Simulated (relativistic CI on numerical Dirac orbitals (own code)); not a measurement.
**Level scheme of As V**

Computed by Dirac-Coulomb-Breit CI, separate exchange-only KLI orbitals for each configuration, model QED, valence Slater integrals scaled by 0.85, P86 correlation estimate, and configurations built on the next ion tied to the tabulated ionisation energy (semi-empirical) (own radial code, finite nucleus).

Configuration list (outside the closed core [Ar]): 3d¹⁰4s, 3d¹⁰4p, 3d¹⁰4d, 3d¹⁰5s, 3d¹⁰4f, 3d¹⁰5p, 3d⁹4s², 3d¹⁰5d, 3d¹⁰6s, 3d¹⁰6p, 3d¹⁰5f, 3d⁹4p², 3d¹⁰5g, 3d¹⁰6d, 3d⁸4s4p², 3d⁹4s4p, 3d¹⁰6f, 3d⁹4p4d, 3d⁸4s4d², 3d⁹4s4d. Levels of other configurations are missing.

The lowest level is 3d¹⁰4s ²S1/2, with 100 % of that term; Hund's rules for 3d¹⁰4s give ²S with J = 1/2, in agreement.

| No. | Configuration | Term | J | E (eV) | % | Landé g | Lifetime (s) | jj configuration (%) |
| --- | --- | --- | --- | --- | --- | --- | --- | --- |
| 1 | 3d¹⁰4s | ²S | 1/2 | 0.0000 | 100 | 2.002 |  | 4s (100) |
| 2 | 3d¹⁰4p | ²P° | 1/2 | 12.7155 | 100 | 0.666 | 4.49e-10 | 4p1/2 (100) |
| 3 | 3d¹⁰4p | ²P° | 3/2 | 13.1958 | 100 | 1.334 | 4.00e-10 | 4p3/2 (100) |
| 4 | 3d¹⁰4d | ²D | 3/2 | 29.6490 | 100 | 0.799 | 1.25e-10 | 4d3/2 (100) |
| 5 | 3d¹⁰4d | ²D | 5/2 | 29.7009 | 100 | 1.200 | 1.31e-10 | 4d5/2 (100) |
| 6 | 3d¹⁰5s | ²S | 1/2 | 32.8719 | 100 | 2.002 | 1.43e-10 | 5s (100) |
| 7 | 3d¹⁰5p | ²P° | 1/2 | 37.1358 | 100 | 0.666 | 6.18e-10 | 5p1/2 (100) |
| 8 | 3d¹⁰5p | ²P° | 3/2 | 37.3054 | 100 | 1.334 | 6.48e-10 | 5p3/2 (100) |
| 9 | 3d⁹4s²‡ | ²D | 5/2 | 37.7863 | 97 | 1.199 | 2.42e-07 | 3d5/2^5 (97) |
| 10 | 3d⁹4s²‡ | ²D | 3/2 | 38.4729 | 97 | 0.799 | 1.27e-07 | 3d3/2^3 3d5/2^6 (97) |
| 11 | 3d¹⁰4f | ²F° | 7/2 | 41.3121 | 100 | 1.143 | 1.98e-10 | 4f7/2 (100) |
| 12 | 3d¹⁰4f | ²F° | 5/2 | 41.3140 | 100 | 0.857 | 1.97e-10 | 4f5/2 (100) |
| 13 | 3d¹⁰5d | ²D | 3/2 | 43.8139 | 100 | 0.799 | 4.06e-10 | 5d3/2 (100) |
| 14 | 3d¹⁰5d | ²D | 5/2 | 43.8362 | 100 | 1.200 | 4.29e-10 | 5d5/2 (100) |
| 15 | 3d¹⁰6s | ²S | 1/2 | 45.0703 | 100 | 2.002 | 1.94e-10 | 6s (100) |
| 16 | 3d¹⁰6p | ²P° | 1/2 | 47.0855 | 100 | 0.666 | 6.67e-10 | 6p1/2 (100) |
| 17 | 3d¹⁰6p | ²P° | 3/2 | 47.1680 | 100 | 1.334 | 7.19e-10 | 6p3/2 (100) |
| 18 | 3d⁹4s4p‡ | ⁴P° | 5/2 | 47.3768 | 96 | 1.590 | 1.12e-06 | 3d5/2^5 4s 4p1/2 (64) |
| 19 | 3d⁹4s4p‡ | ⁴P° | 3/2 | 47.8414 | 91 | 1.688 | 3.25e-09 | 3d5/2^5 4s 4p3/2 (41) |
| 20 | 3d⁹4s4p‡ | ⁴F° | 7/2 | 48.0187 | 83 | 1.239 | 2.38e-07 | 3d5/2^5 4s 4p1/2 (60) |
| 21 | 3d⁹4s4p‡ | ⁴F° | 5/2 | 48.0501 | 72 | 1.006 | 3.51e-07 | 3d5/2^5 4s 4p1/2 (70) |
| 22 | 3d⁹4s4p‡ | ⁴F° | 9/2 | 48.1602 | 100 | 1.333 | 8.15e+00 | 3d5/2^5 4s 4p3/2 (100) |
| 23 | 3d⁹4s4p‡ | ⁴P° | 1/2 | 48.2115 | 95 | 2.571 | 4.18e-09 | 3d3/2^3 3d5/2^6 4s 4p3/2 (67) |
| 24 | 3d⁹4s4p‡ | ⁴F° | 3/2 | 48.3284 | 95 | 0.440 | 5.80e-07 | 3d3/2^3 3d5/2^6 4s 4p1/2 (73) |
| 25 | 3d⁹4s4p‡ | ²F° | 5/2 | 48.8531 | 59 | 0.936 | 3.45e-09 | 3d5/2^5 4s 4p3/2 (29) |
| 26 | 3d⁹4s4p‡ | ⁴D° | 7/2 | 48.9716 | 45 | 1.271 | 1.34e-09 | 3d5/2^5 4s 4p3/2 (54) |
| 27 | 3d¹⁰5f | ²F° | 7/2 | 49.0375 | 55 | 1.262 | 1.00e-09 | 5f7/2 (55) |
| 28 | 3d¹⁰5f | ²F° | 5/2 | 49.0521 | 80 | 0.905 | 6.81e-10 | 5f5/2 (80) |
| 29 | 3d⁹4s4p‡ | ²D° | 3/2 | 49.1281 | 47 | 1.025 | 7.63e-10 | 3d5/2^5 4s 4p1/2 (43) |
| 30 | 3d⁹4s4p‡ | ⁴D° | 5/2 | 49.1581 | 52 | 1.240 | 1.58e-08 | 3d5/2^5 4s 4p3/2 (34) |
| 31 | 3d¹⁰5g | ²G | 7/2 | 49.1626 | 100 | 0.889 | 3.68e-10 | 5g7/2 (100) |
| 32 | 3d¹⁰5g | ²G | 9/2 | 49.1627 | 100 | 1.111 | 3.68e-10 | 5g9/2 (100) |
| 33 | 3d⁹4s4p‡ | ²P° | 1/2 | 49.3442 | 60 | 0.509 | 1.19e-10 | 3d5/2^5 4s 4p3/2 (66) |
| 34 | 3d⁹4s4p‡ | ²P° | 3/2 | 49.4021 | 79 | 1.301 | 8.84e-11 | 3d3/2^3 3d5/2^6 4s 4p1/2 (56) |
| 35 | 3d⁹4s4p‡ | ²F° | 7/2 | 49.4386 | 75 | 1.180 | 1.97e-08 | 3d3/2^3 3d5/2^6 4s 4p3/2 (89) |
| 36 | 3d⁹4s4p‡ | ⁴D° | 1/2 | 49.4712 | 62 | 0.253 | 1.61e-10 | 3d3/2^3 3d5/2^6 4s 4p1/2 (56) |
| 37 | 3d⁹4s4p‡ | ²D° | 3/2 | 49.6843 | 52 | 1.010 | 1.11e-09 | 3d3/2^3 3d5/2^6 4s 4p3/2 (59) |
| 38 | 3d⁹4s4p‡ | ²D° | 5/2 | 49.8785 | 74 | 1.236 | 5.60e-08 | 3d3/2^3 3d5/2^6 4s 4p3/2 (71) |
| 39 | 3d¹⁰6d | ²D | 3/2 | 50.4287 | 100 | 0.799 | 1.11e-09 | 6d3/2 (100) |
| 40 | 3d¹⁰6d | ²D | 5/2 | 50.4404 | 100 | 1.200 | 1.16e-09 | 6d5/2 (100) |
| 41 | 3d⁹4s4p‡ | ²F° | 7/2 | 53.0391 | 71 | 1.143 | 2.13e-10 | 3d5/2^5 4s 4p3/2 (51) |
| 42 | 3d⁹4s4p‡ | ²P° | 3/2 | 53.0976 | 95 | 1.320 | 6.74e-11 | 3d5/2^5 4s 4p3/2 (71) |
| 43 | 3d¹⁰6f | ²F° | 5/2 | 53.2061 | 94 | 0.858 | 8.87e-10 | 6f5/2 (94) |
| 44 | 3d¹⁰6f | ²F° | 7/2 | 53.3043 | 72 | 1.143 | 4.58e-10 | 6f7/2 (72) |
| 45 | 3d⁹4s4p‡ | ²F° | 5/2 | 53.6075 | 50 | 1.008 | 1.64e-10 | 3d5/2^5 4s 4p3/2 (47) |

Energies count from the lowest computed level; ° marks odd parity; lifetimes are radiative, by E1, M1, E2, M2, E3 decay to levels of this space only. Filled j subshells are mostly left out of the jj labels. ‡ marks configurations that were not tied to measured data.

The mean weight of the leading LS term, summed over parents, in these 45 levels is 86 %, and that of the leading jj configuration (from the same eigenvectors) 80 %.

Configurations that consist of the next ion and one excited electron were tied to the tabulated ionisation energy; Rydberg ones are usually within 1,000 to 3,000 cm⁻¹ and the lowest ones within about 6,000 (9,000 in d shells), while levels on excited terms of the next ion carry the error of that term, and the other configurations can be misplaced by 10,000 cm⁻¹ or more. Rates follow the energies as ν³ (E1, M1) or ν⁵ (E2), so rates, branching and lifetimes can be off by large factors. 3 of the 3 excited levels that our extract of the measured tables holds in this range could be paired (the sources list more); they are missed by 1995 cm⁻¹ on average and 2239 at most, and levels without a partner can miss by more.

LS names give the leading component of a level, which can be under half, so a name can repeat, a term be missing and a line seem to break the LS rules.
